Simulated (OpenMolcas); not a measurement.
Re4+: moving the ligands

Re4+ with 4 ligands (oxide) in tetrahedral coordination (Td) at 1.88 Å. A charge of +1 e stands 3.2 Å behind each ligand. Ligand basis ANO-RCC-VDZP.
```
Re    0.0000    0.0000    0.0000
O     1.0854    1.0854    1.0854
O     1.0854   -1.0854   -1.0854
O    -1.0854    1.0854   -1.0854
O    -1.0854   -1.0854    1.0854
```

```
Program             : OpenMolcas 26.06
Method              : CASSCF
Basis               : ANO-RCC-VDZP [7s6p4d2f1g]
Scalar Hamiltonian  : DKH2, point nucleus
Active space        : 3 electrons in 5 orbitals (5d)
State averaging     : 2S+1 = 4 even, 10 roots; 2S+1 = 2 even, 40 roots
Spin-orbit coupling : state interaction with AMFI integrals over the reference wave functions
```

Runs around this geometry, states (labels of Td). Energies in cm-1 above the lowest state or level, χT in cm3 K/mol; under a threefold ground state the first gap can be a small split of the lowest multiplet, not the spin-orbit step.

```csv
R (Å),Ground state,First state of that spin,First gap with spin-orbit (degeneracies),χT at 300 K,First state of another spin
1.86,2E,10248,"4006 (4, 2)",0.412,4T1 564.1
1.88,2E,9995,"3880 (4, 2)",0.412,4T1 228.8
2,4T1,4T2 10186,"3336 (4, 2)",0.389,2E 1720
```

The ground state changes within this set.

Without dynamic correlation the repulsion within the d shell is too large (B by tens of per cent), so at a given field states of lower spin stand too high. The oxide ions are held by bare point charges, a crude embedding. With metal d orbitals alone the field can be off either way by tens of per cent. Ligand-to-metal charge-transfer states are missing. With no ligand orbital active B as a rule stays too high, so bands that hang on it stand too high and its fall with covalency is understated. Spin-orbit coupling mixes the spin-free states strongly: the lowest level takes only 51 % from its leading state, 4T1, which lies 564 cm-1 above the lowest spin-free state (figures for R = 1.86; the like holds for R = 1.88, R = 2). An orbital doublet at a regular site is open to a Jahn-Teller distortion, which this geometry leaves out (holds for R = 1.86; R = 1.88). This shell can be high or low spin here, a state of another spin lies low, and with metal d orbitals alone active their balance is uncertain, so the ground spin may be wrong, although the usual error favours high spin (holds for R = 1.86; R = 1.88). The least metal-like active orbital is 66 % on the metal (Löwdin) and no ligand orbital is active, so the numbers are rough, and ground spin, moment and any spin crossover can be artefacts of this space; highly charged d ions in such sites are as a rule low spin (holds for R = 1.86). The least metal-like active orbital is 67 % on the metal (Löwdin) and no ligand orbital is active, so the numbers are rough, and ground spin, moment and any spin crossover can be artefacts of this space; highly charged d ions in such sites are as a rule low spin (holds for R = 1.88). This shell can be high or low spin here, a state of another spin lies low, and with metal d orbitals alone active their balance is uncertain, so the ground spin may be wrong (holds for R = 2). The least metal-like active orbital is 72 % on the metal (Löwdin) and no ligand orbital is active, so the numbers are rough (holds for R = 2). No measured value stands beside these numbers; the geometry is a model, was not optimised and need not be the one that this ion takes.
